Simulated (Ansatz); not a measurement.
Isolated molecules relaxed with PBE0-D4/def2-TZVP in Ansatz; ΔE leaves out vibrations. CCSD(T)/CBS adds triple-zeta CCSD(T) − MP2 to the extrapolated MP2 energy (def2 sets, frozen cores). This one scheme is used for every species. DFT in def2-TZVPP. One conformer a species, not always the lowest.

Consider the cleavage of the Si–Si bond: `[SiH3][SiH]1NCS1` + `CCS` → `CCS[SiH3]` + `C1N[SiH2]S1`.

| species | PBE-D4 energy (Eh) |
| --- | --- |
| `[SiH3][SiH]1NCS1` | -1073.75124 |
| `CCS` | -477.77312 |
| `CCS[SiH3]` | -768.34463 |
| `C1N[SiH2]S1` | -783.19584 |

**Question.** Work out ΔE.

**Answer.** ΔE = (-768.34463) + (-783.19584) − (-1073.75124) − (-477.77312) = -0.01611 Eh = -42.3 kJ/mol. CCSD(T)/CBS gives -56.5 kJ/mol.

Largest T1 diagnostic among the species: 0.012.

From PBE to PBE0 (25 % exact exchange), in def2-TZVPP and without D4, ΔE moves by −5.3 kJ/mol.
